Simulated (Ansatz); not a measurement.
Ansatz (a first-principles code) input:

Ansatz 0.2 input:
```yaml
crystal:
  periodic: [false, false, false]
  atoms:
    - {symbol: Pb, position_ang: [0.01976643, 0.00354458, 0.76272847]}
    - {symbol: I, position_ang: [1.25187122, -2.23066668, -0.61252058]}
    - {symbol: I, position_ang: [-1.28245325, 2.22518261, -0.56754988]}
basis:
  gaussian:
    orbitals: def2-SVPD
magnetization: {spin_polarized: true, initial_magnetization: 2}
correlation: {method: ccsd_t, electrons: outside_noble_gas}
output: {forces: true}
```

**Question.** What final total energy does it print?

**Answer.** -785.47200 Eh (CCSD(T)/def2-SVPD). The basis has 102 functions.

This is an excited triplet: at this geometry the singlet lies 2.32 eV lower at RI-MP2/CBS(def2-TZVPPD,def2-QZVPPD)+[CCSD(T)-MP2]/def2-TZVPPD.
